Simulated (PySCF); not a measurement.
**Molecular orbitals of TeBr**

PBE0 at R = 2.471 Å; Te cc-pVTZ-PP with ECP28, Br cc-pVTZ-PP with ECP10; scalar-relativistic core potentials (PySCF 2.14). State: ²Π (doublet), unpaired electrons π ↑. Only the outer orbitals are listed, counted within each symmetry, core potentials removing the inner ones.

```csv
spin,orbital,occ.,ε (eV),on Te (%),main shells (%)
α,7σ,1,-22.80,10,89 Br s
α,8σ,1,-17.52,86,"86 Te s, 8 Br s"
α,9σ,1,-10.53,41,"57 Br p, 34 Te p"
α,5π,1,-9.67,29,"71 Br p, 28 Te p"
α,5π,1,-9.29,19,"81 Br p, 17 Te p"
α,6π,1,-7.44,72,"72 Te p, 28 Br p"
α,6π,1,-6.60,82,"82 Te p, 17 Br p"
α,10σ,0,-2.73,71,"67 Te p, 31 Br p"
α,11σ,0,2.61,100,92 Te s
α,7π,0,4.66,81,"75 Te d, 18 Br d"
β,7σ,1,-22.66,9,90 Br s
β,8σ,1,-16.67,85,85 Te s
β,9σ,1,-10.35,41,"58 Br p, 32 Te p"
β,5π,1,-9.23,16,"83 Br p, 15 Te p"
β,5π,1,-9.07,12,"88 Br p, 10 Te p"
β,6π,1,-6.34,84,"84 Te p, 15 Br p"
β,6π,0,-4.31,89,"89 Te p, 10 Br p"
β,10σ,0,-2.46,73,"69 Te p, 28 Br p"
β,11σ,0,2.90,99,92 Te s
```

**Question.** Which are the highest filled and the lowest empty level, where do they sit, and how wide is the gap?

**Answer.** Highest filled β 6π at -6.34 eV (in %: 84 Te p, 15 Br p); lowest empty β 6π at -4.31 eV (in %: 89 Te p, 10 Br p); the gap at PBE0 is 2.03 eV. Both belong to one degenerate shell, split only by its one-sided filling, so this is no excitation gap.

The bond order (Mayer) is 1.21. The ⟨S²⟩ is 0.754. The charge on Te (Mulliken, basis-dependent) is 0.14 and the charge on Te (Löwdin, basis-dependent) is 0.07. The dipole moment (positive dipole means Te(−)Br(+)) is -1.03 D and the polarisability along the bond is 77.7 bohr³. The polarisability across the bond is 40.3 bohr³.

Spin–orbit coupling is left out. The state was picked by a PBE0 search and need not be the measured ground state.
